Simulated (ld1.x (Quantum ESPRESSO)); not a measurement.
**Co (Z = 27), TM: configuration errors across variants**

```
Element                 : cobalt
Generator               : ld1.x (Quantum ESPRESSO) 7.5
Type                    : norm-conserving Troullier–Martins (Kleinman–Bylander form)
Functional              : PBE
Relativity              : non-relativistic
Frozen core             : [Ne]
Valence charge          : 17
Reference configuration : 3s2 3p6 3d7 4s1.5 4p0 (charge +0.5)
Partial waves           : 3s (bound): rc 0.95 bohr; 3p (bound): rc 1.00 bohr; 4f channel at 0.5 Ry: rc 1.00 bohr; 3d (bound): rc 1.15 bohr
Local potential         : the d channel
Core correction         : none
```

Occupied shells without a wave of their own: 4s. They enter only through the test configuration that unscreens the potential.

All-electron excitation energies from the reference (eV): (1) 3s2 3p6 3d7 4s2 4p0 -3.539; (2) 3s2 3p6 3d7 4s1 4p0 5.341; (3) 3s2 3p6 3d7 4s0 4p0 21.884; (4) 3s2 3p6 3d5 4s0 4p0 113.660; (5) 3s2 3p6 3d8 4s1 4p0 -5.079; (6) 3s2 3p6 3d6 4s2 4p1 6.457; (7) 3s2 3p5 3d7 4s2 4p0 69.496.

For the base: The 4s level has no wave, so the channel is fitted at the deeper level alone: the likely source of the large errors.

On the changes marked as counting shells twice: ld1.x takes every shell without a wave as core, so the model core holds the marked electrons as well and exchange and correlation see them twice. This cancels in the reference configuration, but the file is broken for other ones, and its errors say nothing about a proper core correction.

3 further variants failed, have other tests or another functional or relativity, and are left out.

The file “all radii scaled by about 1.16 (s 1.10, p 1.16, d 1.32, f 1.16 bohr)” misses its own reference levels by 0.3 eV.

Errors AE − PS in meV (a dash: test not solved or not reliable):

```tsv
change	(1)	(2)	(3)	(4)	(5)	(6)	(7)	bound ghosts
base	+87	-118	-464	-1216	-42	+149	+260	none
core correction a·sin(br)/r model core inside 0.82 bohr (4s counted twice)	+58	-151	-781	-1922	-46	+42	+257	none
local potential the s channel	+83	-110	-421	-840	-57	+189	+175	none
wave 4f channel at 0.5 Ry: rc 1.00 bohr becomes 4f channel at 0.97 Ry: rc 1.00 bohr	+87	-118	-464	-1216	-42	+149	+260	none
wave 3d (bound): rc 1.15 bohr becomes 3d (bound): rc 1.58 bohr	-112	+141	+493	+449	+121	-356	-162	none
all radii scaled by about 1.16 (s 1.10, p 1.16, d 1.32, f 1.16 bohr)	+121	-166	-672	-1908	-45	+183	+399	none
wave 3p (bound): rc 1.00 bohr becomes 3p (bound): rc 0.80 bohr	+87	-118	-463	-1221	-42	+145	+263	none
```

Question: Give the same row for: wave 3s (bound): rc 0.95 bohr becomes 3s (bound): rc 1.20 bohr.

Answer: +370, -499, -1957, -4887, -178, +748, +1048; bound ghosts: none.
